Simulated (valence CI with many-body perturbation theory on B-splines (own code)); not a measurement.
**E1 transitions of Zr XXVI**

Method: configuration interaction combined with many-body perturbation theory (CI+MBPT): five valence electrons over a frozen Dirac-Fock core [Ne], a basis of 9 s, 9 p, 8 d, 6 f, 3 g, 1 h functions for each j, with the one-electron correlation potential Σ1 (screened to all orders), the two-electron term Σ2, the three-electron term Σ3, Breit, model QED; selected single and double excitations, second order for the rest (own B-spline code, finite nucleus).

No measured levels were compared; by estimate levels of excited configurations hold to 0.05 to 0.15 % of their energy, terms of the ground configuration to about 0.5 %. Among the levels kept, up to 510 cm⁻¹ of a level comes from second order outside the variational space, and about a tenth of that is noise between levels of different J, which matters for small intervals.

Lines 151 to 180 of 180 in falling wavelength, among levels below 1494600 cm⁻¹, chosen from the strongest by gf and those to the six lowest levels. Wavelengths and rates use the calculated energies, so an error of 500 cm⁻¹ moves a line at 92.64 Å by 0.046 % and its rate by three times that or more. Electric multipoles are in the length gauge, E1 and E2 with the static RPA response of the core. Weak lines are less certain than strong ones. Lines between different terms over intervals too small for the method are left out, as are lines whose strength nearly cancels.

Names give the largest LS component (configuration and term), which can be under half, so a name can repeat, a term be missing and a line seem to break the LS rules; names also repeat where a configuration has a term twice. Letters in brackets count levels of one name in rising energy.

```
λ vac (Å)                Upper           Lower   A (s⁻¹)  S (a.u.)
    92.64  3s²3p²3d ²P_3/2 [b]  3s²3p³ ²P°_1/2  1.19e+11  1.87e-01
    92.25  3s²3p²3d ²P_1/2 [c]  3s²3p³ ²D°_3/2  6.78e+10  5.25e-02
    92.08      3s²3p²3d ⁴P_5/2  3s²3p³ ⁴S°_3/2  1.51e+11  3.50e-01
    90.78  3s²3p²3d ²D_3/2 [b]  3s²3p³ ²D°_3/2  1.48e+11  2.18e-01
    90.74  3s²3p²3d ²F_7/2 [c]  3s²3p³ ²D°_5/2  2.20e+11  6.50e-01
    90.63  3s²3p²3d ²D_5/2 [c]  3s²3p³ ²D°_5/2  9.97e+09  2.20e-02
    90.56  3s²3p²3d ²D_5/2 [b]  3s²3p³ ²D°_3/2  8.84e+10  1.94e-01
    90.49      3s²3p²3d ²S_1/2  3s²3p³ ²P°_1/2  1.70e+08  1.24e-04
    90.47      3s²3p²3d ⁴P_3/2  3s²3p³ ⁴S°_3/2  8.90e+10  1.30e-01
    90.12      3s²3p²3d ⁴P_1/2  3s²3p³ ⁴S°_3/2  1.98e+11  1.43e-01
    88.50  3s²3p²3d ²D_3/2 [c]  3s²3p³ ²P°_1/2  7.87e+10  1.08e-01
    88.26  3s²3p²3d ²P_3/2 [b]  3s²3p³ ²D°_5/2  1.31e+09  1.78e-03
    87.95  3s²3p²3d ²D_3/2 [a]  3s²3p³ ⁴S°_3/2  3.83e+10  5.14e-02
    87.51  3s²3p²3d ²D_5/2 [c]  3s²3p³ ²D°_3/2  1.22e+09  2.41e-03
    85.97  3s²3p²3d ²D_5/2 [a]  3s²3p³ ⁴S°_3/2  5.09e+10  9.57e-02
    85.30  3s²3p²3d ²P_3/2 [b]  3s²3p³ ²D°_3/2  3.07e+09  3.76e-03
    84.49  3s²3p²3d ²D_3/2 [c]  3s²3p³ ²D°_5/2  9.18e+08  1.09e-03
    83.65  3s²3p²3d ²D_5/2 [d]  3s²3p³ ²D°_5/2  5.85e+09  1.01e-02
    83.47      3s²3p²3d ²S_1/2  3s²3p³ ²D°_3/2  1.42e+10  8.18e-03
    83.45         3s3p⁴ ²P_1/2  3s²3p³ ⁴S°_3/2  2.08e+09  1.19e-03
    82.84  3s²3p²3d ²P_1/2 [c]  3s²3p³ ⁴S°_3/2  9.24e+07  5.18e-05
    81.77  3s²3p²3d ²D_3/2 [c]  3s²3p³ ²D°_3/2  8.21e+07  8.86e-05
    81.65  3s²3p²3d ²D_3/2 [b]  3s²3p³ ⁴S°_3/2  3.89e+08  4.18e-04
    81.47  3s²3p²3d ²D_5/2 [b]  3s²3p³ ⁴S°_3/2  6.25e+08  1.00e-03
    80.98  3s²3p²3d ²D_5/2 [d]  3s²3p³ ²D°_3/2  2.88e+09  4.52e-03
    78.99  3s²3p²3d ²D_5/2 [c]  3s²3p³ ⁴S°_3/2  1.10e+09  1.60e-03
    77.19  3s²3p²3d ²P_3/2 [b]  3s²3p³ ⁴S°_3/2  6.64e+08  6.03e-04
    75.69      3s²3p²3d ²S_1/2  3s²3p³ ⁴S°_3/2  8.35e+08  3.58e-04
    74.29  3s²3p²3d ²D_3/2 [c]  3s²3p³ ⁴S°_3/2  6.60e+08  5.34e-04
    73.63  3s²3p²3d ²D_5/2 [d]  3s²3p³ ⁴S°_3/2  1.06e+09  1.25e-03
```
